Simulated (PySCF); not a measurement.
Isomers of C5H11FOSi2, one GFN2-xTB conformer each. Single-point energies are computed at PBE0/pcSseg-1 (PySCF, gas phase, no added dispersion term), electronic only.

Task: Rank them by PBE0/pcSseg-1 energy, lowest first (kJ/mol).
A. `[CH3:1][C:2]#[C:3][SiH2:4][SiH2:5][C@@H:6]([F:7])[O:8][CH3:9]` with C3–Si4–Si5–C6 -161°, Si4–Si5–C6–F7 -150°, Si5–C6–O8–C9 175°
B. `[CH3:1][C:2](=[O:3])[SiH2:4][CH2:5]/[C:6]([SiH3:7])=[CH:8]/[F:9]` with C1–C2–Si4–C5 -175°, C2–Si4–C5–C6 179°, Si4–C5–C6–Si7 -78°

Result: B (0.0), A (86.7).

As drawn, the lower has a C=O bond and a C=C bond outside aromatic rings, which the higher lacks; the higher has a C≡C bond and an Si–Si bond, which the lower lacks. GFN2-xTB itself gives, in the same order: 0.0, 59.8. Both levels put the same isomer lowest.

Task: Which frontier levels, dipoles and rotational constants go with these structures?

Result: 
```tsv
SMILES	HOMO (eV, PBE0/pcSseg-1)	LUMO (eV)	dipole (D)	A, B, C (MHz)
CC(=O)[SiH2]C/C([SiH3])=C/F	-6.79	-1.13	2.12	2393, 455.5, 428.3
CC#C[SiH2][SiH2][C@@H](F)OC	-7.38	-0.13	1.81	3009, 407.7, 367.1
```
